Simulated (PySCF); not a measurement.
Ta(F)4(NH2) (F4H2NTa), SMILES [F][Ta]([F])([F])([F])[NH2], multiplicity 1. Atoms are numbered in the order given.

```xyz
8

Ta     0.0000     0.0000     0.0405
F      1.8915     0.0000    -0.0653
F     -1.8915     0.0000    -0.0653
F      0.0000     1.6617     0.9233
F      0.0000    -1.6617     0.9233
N      0.0000     0.0000    -1.9193
H      0.8471     0.0000    -2.4839
H     -0.8471     0.0000    -2.4839
```

Geometry: B3LYP-D3(BJ)/def2-SVP. The multiplicity is an assumed one; no other spin state was optimised. The structure was generated by enumeration; whether it is a known compound was not checked. The def2 effective core potentials stand for the cores of Ta; spin–orbit coupling is left out. The values are those of a single conformer.

Computed with PySCF with TDA-CAM-B3LYP/def2-SVPD.

Vertical excitations. Gas-phase values at a fixed geometry. State labels are in the subgroup C2v.

Computed excitation energies, oscillator strengths and character:
```csv
state,symmetry,energy (eV),λ (nm),f,main pairs
S1,A2,4.87,255,0.000,HOMO→LUMO 100 %
S2,B1,5.62,220,0.004,HOMO→LUMO+1 100 %
S3,B2,6.78,183,0.012,HOMO→LUMO+2 90 %
S4,B2,7.53,165,0.052,HOMO→LUMO+3 83 %
S5,A1,7.59,163,0.135,HOMO→LUMO+4 82 %
S6,B2,7.68,161,0.002,HOMO−2→LUMO 97 %
S7,B1,7.69,161,0.025,HOMO−1→LUMO 90 %
S8,A1,7.82,159,0.007,"HOMO−3→LUMO 63 %, HOMO−4→LUMO 34 %"
S9,A2,7.93,156,0.000,"HOMO−5→LUMO 81 %, HOMO−1→LUMO+1 15 %"
S10,A2,8.08,154,0.000,"HOMO−1→LUMO+1 84 %, HOMO−5→LUMO 13 %"
T1,A2,4.77,260,0,HOMO→LUMO 99 %
T2,B1,5.51,225,0,HOMO→LUMO+1 100 %
T3,A1,5.87,211,0,HOMO→LUMO+4 97 %
T4,B2,6.36,195,0,HOMO→LUMO+2 92 %
```
Triplets are in the Tamm–Dancoff approximation.
